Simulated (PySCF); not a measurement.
C₆ coefficients of unlike pairs at PBE0

Calculated with PySCF 2.14 from the dipole response of each species, C₆(A,B) = (3/π) ∫ α_A(iu) α_B(iu) du, in atomic units, from isotropic polarisabilities. For ions this is the dispersion term alone; charge-induced terms of lower order in 1/R come first.

```
species       configuration                                                                      basis     relativity  α (bohr³)  C₆ (like pair)
    Li⁺            1s2 (1S)                                                    aug-cc-pVDZ-DK (4s3p2d)  spin-free X2C    0.06385        0.006645
     Cl   [Ne] 3s2 3p5 (2P)                                                    dyall-av3z (19s12p3d2f)  spin-free X2C      14.64           93.22
   As³⁺  [Ar] 3d10 4s2 (1S)  x2c-TZVPPall with one added diffuse shell each of s, p, d type (7s6p5d1f)  spin-free X2C      6.969           20.93
   Ar²⁺   [Ne] 3s2 3p4 (3P)                                                   dyall-acv3z (19s12p6d4f)           none      4.802           16.82
```

Task: Estimate C₆ for Ar²⁺ with As³⁺.

Result: The integral gives 18.24. The combination rule 2 C_A C_B / (C_A α_B/α_A + C_B α_A/α_B) gives 18.13 and the geometric mean 18.76.

No spin-orbit coupling is included.

The other pairs:

```
     pair      C₆
 As³⁺, Cl   44.14
As³⁺, Li⁺  0.3139
 Ar²⁺, Cl   38.49
  Cl, Li⁺  0.6585
Ar²⁺, Li⁺  0.3123
```
